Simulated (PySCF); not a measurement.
**Working out the ionisation energy of Ar⁺**

Ar⁺ [Ne] 3s2 3p5 (2P) → Ar²⁺ [Ne] 3s2 3p4 (3P). Calculation: PySCF 2.14, in x2c-TZVPPall (5s5p3d1f, 42 functions); the spin-free X2C one-electron Hamiltonian (Gaussian nucleus). Frozen: 1s2. Energies in hartree (1 hartree = 27.21139 eV):

```csv
part,Ar⁺ (lower),Ar²⁺ (upper)
UHF,-528.079083,-527.110109
MP2 opposite-spin,-0.242665,-0.215057
MP2 same-spin,-0.091669,-0.082671
```

What does Hartree-Fock give?

(-527.110109) − (-528.079083) = 0.968974 hartree = 26.367 eV.

What do MP2 and SCS-MP2 (6/5 opposite-spin, 1/3 same-spin) give?

The opposite-spin parts differ by 0.751 eV and the same-spin parts by 0.245 eV. MP2: 26.367 + (0.751) + (0.245) = 27.363 eV. SCS-MP2: 26.367 + 1.2 × (0.751) + (0.245)/3 = 27.350 eV.

A first-order spin-orbit estimate adds -0.007 eV to MP2 (valence and next inner shell), giving 27.356 eV against 27.630 eV (measured; NIST Atomic Spectra Database, ionization energies).

What remains against the reference includes basis incompleteness, the frozen core and correlation beyond second order.
